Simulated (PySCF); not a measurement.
Vertical excitations of a molecule Cl2H6Si3 from TDA-ωB97X/def2-SVPD (PySCF), as energy in eV (oscillator strength): 6.62 (0.052), 6.67 (0.012), 7.38 (0.197), 7.58 (0.015), 7.60 (0.078), 7.84 (0.002), 7.92 (0.425), 7.94 (0.011), 8.00 (0.009), 8.11 (0.096). Lowest triplet (TDA): 5.83 eV. Coordinates come from a B3LYP-D3(BJ)/def2-SVP optimisation. Other conformers were not sampled.

Q: Which structure fits?
(A) [SiH3][SiH2][SiH](Cl)Cl
(B) Cl[SiH2][SiH2][SiH2]Cl
(C) [SiH3][Si]([SiH3])(Cl)Cl
(D) [SiH3][Si@H](Cl)[SiH2]Cl

A: A, [SiH3][SiH2][SiH](Cl)Cl
